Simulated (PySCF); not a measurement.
Molecule: Cl2HSi(SH) (SMILES S[SiH](Cl)Cl).

Mapped SMILES: `[SH:1][SiH:2]([Cl:3])[Cl:4]` (H(Xn): hydrogen on atom n).

Geometry PBE0-D3(BJ)/def2-SVP throughout; GIAO in PySCF 2.14.0 with density-fitted response routines, gas phase, one conformer, non-relativistic; equivalent atoms averaged; functional PBE0.

For orientation, def2-TZVP gives these shifts δ (against CS2, TMS, HCl at the same level): S1 -127.9, Si2 17.7, Cl3/Cl4 116.8, H(Si2) 6.75, H(S1) 1.21 ppm.

A run gave: S1 -106.7, Si2 51.1, Cl3/Cl4 74.6, H(Si2) 6.20, H(S1) 0.78 ppm (shifts δ (against CS2, TMS, HCl at the same level)).

**Question.** Which basis set was used in that run?
A. aug-cc-pVDZ
B. 6-31G
C. 6-31G*
D. pcSseg-0

**Answer.** C. Si2 tells them apart best: 6-31G* gives 51.1, pcSseg-0 gives 73.0, 6-31G gives 80.7, aug-cc-pVDZ gives 12.3 ppm.
